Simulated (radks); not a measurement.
Values are calculated unless marked as measured or tabulated.
Initial-state core-level shifts of the neodymium ion Nd2+ when its valence configuration changes from [Xe] 4f4. Code: a radial shooting solver on a logarithmic mesh with Libxc functionals. Model: Dirac Kohn-Sham, LDA (Slater exchange, Perdew-Wang correlation), spin-unpolarised, spherical densities, finite nucleus; open shells are shared between the two j in proportion to 2j + 1; Fermi nuclear charge, rms radius 4.9123 fm. Shifts are changes of the shell-averaged eigenvalues in eV (positive: less bound); the change of the density at the nucleus, which sets a Mossbauer isomer shift, is in e/bohr^3, on a base of 4.517e+05.

valence               3s       4p       4d       5p  density at nucleus
4f3 6s1          -10.501   -9.776   -9.458   -5.100              +61.32
4f2 5d2          -17.267  -15.444  -14.698   -5.668              +50.38
4f1.5 5d2 6s0.5  -23.884  -21.316  -20.329   -8.345              +87.00
4f2 6s1 6p1      -24.178  -22.244  -21.494  -11.543             +101.73
4f3 6p1          -11.583  -10.858  -10.540   -6.117              +27.24
4f2 6p2          -25.218  -23.277  -22.526  -12.489              +62.04
4f1 6s1 6p2      -39.484  -35.814  -34.542  -18.095             +149.04
4f2 6s2          -23.116  -21.188  -20.441  -10.572             +140.11
6s1 6p3          -56.167  -50.217  -48.356  -24.716             +201.82
